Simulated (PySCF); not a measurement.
# Computed records: ClGeH₃NSi, GeH₃NOSi, CH₃GeO₂

Calculation on a computer-drawn molecule: optimised geometry and harmonic frequencies of an isolated molecule of the commonest isotopes, restricted reference for singlets and unrestricted otherwise, frozen core in MP2; on germanium a core potential holds 10 electrons, which the energies leave out, and 3d is frozen in MP2 and coupled-cluster steps. Program: PySCF 2.14.0.

Common to all runs: multiplicity 1.

(1) ClGeH₃NSi

Start structure:
```xyz
7
ClGeH3NSi
N     -0.5901     2.2469    -0.5676
Ge     0.0977     0.9744     0.2572
Si    -1.0725    -1.1710     0.1449
Cl    -0.4386    -2.8117     1.0455
H     -1.4490     2.0972    -1.0770
H      1.3523     0.9247     1.0817
H     -2.3199    -1.3729    -0.5996
```

Here we set charge 1, method MP2, basis cc-pV(D+d)Z and basis and core potential on germanium cc-pVDZ-PP ECP10MDF.

The calculation gives: rotational constants 12.46, 1.014, 0.9381 GHz; total energy -1098.1865 hartree; convergence status largest gradient component 3.506e-05 hartree/bohr.

Drawn bonds:
```
atom  other atom  order
   1           2      2
   2           3      1
   3           4      1
   1           5      1
   2           6      1
   3           7      1
```

Optimised structure:
```xyz
7
ClGeH3NSi
N     -0.5632     2.3411    -0.5785
Ge     0.0634     0.9316     0.2480
Si    -1.0590    -1.2007     0.1625
Cl    -0.4381    -2.8578     1.0595
H     -1.4472     2.1359    -1.0875
H      1.3382     0.9310     1.0707
H     -2.3141    -1.3936    -0.5896
```

Modes:
```
frequency (cm⁻¹)  reduced mass (dalton)
           46.11                  7.856
           75.82                  7.214
           152.3                  10.14
           306.8                   10.2
           351.9                  1.176
             447                  1.221
           634.5                   1.08
           659.2                  7.917
           733.7                  1.143
           733.9                  4.898
           815.9                  1.174
           914.9                  1.184
            2274                  1.021
            2328                  1.044
            3408                  1.076
```

(2) GeH₃NOSi

Start structure:
```xyz
7
GeH3NOSi
N      0.2393     1.1341    -1.3008
Ge    -0.0623    -0.4936    -1.5494
O      0.5323    -1.7280    -0.3759
Si    -2.0120    -1.2086    -2.6266
H      0.8700     1.4644    -0.5960
H      0.5135    -2.6194    -0.5309
H     -1.4241    -1.5649    -3.9475
```

Here we set charge 0, method HF, basis cc-pV(D+d)Z and basis and core potential on germanium cc-pVDZ-PP ECP10MDF.

It finds rotational constants 6.478, 2.728, 1.926 GHz; total energy -713.2819 hartree; convergence status largest gradient component 6.858e-06 hartree/bohr.

Drawn bonds:
```
atom  other atom  order
   1           2      2
   2           3      1
   2           4      1
   1           5      1
   3           6      1
   4           7      1
```

Optimised structure:
```xyz
7
GeH3NOSi
N      0.2039     1.2543    -1.1215
Ge    -0.2032    -0.3485    -1.4232
O      0.6100    -1.6893    -0.5875
Si    -1.9507    -0.8464    -3.0628
H      0.9741     1.3872    -0.4799
H      0.3940    -2.5569    -0.8982
H     -1.3714    -2.2163    -3.3540
```

Modes:
```
frequency (cm⁻¹)  reduced mass (dalton)
            59.9                   1.08
           116.5                  7.598
             155                  8.877
           241.2                  4.795
           293.1                   1.08
           339.1                  12.55
           677.3                  1.152
           723.5                  4.319
           752.4                  1.291
           903.8                  1.171
           931.2                  1.484
           990.5                  3.123
            2151                  1.042
            3729                  1.076
            4155                  1.067
```

(3) GeH₃NOSi

Start structure:
```xyz
7
GeH3NOSi
N      0.2039     1.2543    -1.1215
Ge    -0.2032    -0.3485    -1.4232
O      0.6100    -1.6893    -0.5875
Si    -1.9507    -0.8464    -3.0628
H      0.9741     1.3872    -0.4799
H      0.3940    -2.5569    -0.8982
H     -1.3714    -2.2163    -3.3540
```

It was run with charge 0, method MP2, basis cc-pV(D+d)Z and basis and core potential on germanium cc-pVDZ-PP ECP10MDF.

Results for GeH₃NOSi: rotational constants 6.244, 2.73, 1.899 GHz; total energy -713.8206 hartree; convergence status largest gradient component 1.878e-05 hartree/bohr.

Drawn bonds:
```
atom  other atom  order
   1           2      2
   2           3      1
   2           4      1
   1           5      1
   3           6      1
   4           7      1
```

Optimised structure:
```xyz
7
GeH3NOSi
N      0.1636     1.2964    -1.1335
Ge    -0.1435    -0.3874    -1.5016
O      0.7221    -1.7098    -0.5989
Si    -1.7653    -0.7576    -3.2557
H      0.8671     1.3802    -0.3745
H      0.4252    -2.5705    -0.9365
H     -1.6124    -2.2672    -3.1265
```

Modes:
```
frequency (cm⁻¹)  reduced mass (dalton)
           107.3                   2.48
           108.1                  6.991
           164.7                   1.61
           206.8                  5.089
           262.4                  1.061
           332.2                   14.3
           663.4                  2.855
           669.5                  1.151
           691.7                  1.572
             794                  12.28
           867.5                  1.115
           913.2                  1.116
            2103                  1.042
            3421                  1.075
            3820                  1.066
```

(4) CH₃GeO₂

Start structure:
```xyz
7
CH3GeO2
O     -0.8191    -2.5562    -1.8191
Ge    -1.8081    -1.4392    -1.4616
C     -1.4744    -0.0421    -0.0388
O     -0.1937     0.4647    -0.0216
H     -3.4485    -2.0241    -1.2341
H     -2.1619     0.8215    -0.1460
H      0.3602    -0.3634    -0.0008
```

Here we set charge -1, method HF, basis aug-cc-pVDZ and basis and core potential on germanium aug-cc-pVDZ-PP ECP10MDF.

The calculation gives: rotational constants 12.49, 3.193, 2.543 GHz; total energy -482.6738 hartree; convergence status largest gradient component 2.496e-05 hartree/bohr.

Drawn bonds:
```
atom  other atom  order
   1           2      1
   2           3      2
   3           4      1
   2           5      1
   3           6      1
   4           7      1
```

Optimised structure:
```xyz
7
CH3GeO2
O     -0.7930    -2.7177    -1.7626
Ge    -1.8461    -1.5511    -1.1845
C     -1.4862    -0.0342    -0.2839
O     -0.2130     0.4293     0.0917
H     -3.3674    -1.7135    -1.4090
H     -2.2653     0.6425     0.0370
H      0.4256    -0.1941    -0.2107
```

Modes:
```
frequency (cm⁻¹)  reduced mass (dalton)
           135.8                  8.025
           165.1                  2.027
           286.9                  1.696
           414.7                  7.745
           511.7                  1.114
             587                  1.191
           730.6                  2.192
             829                  1.458
           906.4                  14.57
            1162                  3.065
            1285                  1.314
            1510                  1.312
            2120                  1.019
            3335                  1.087
            4171                  1.067
```
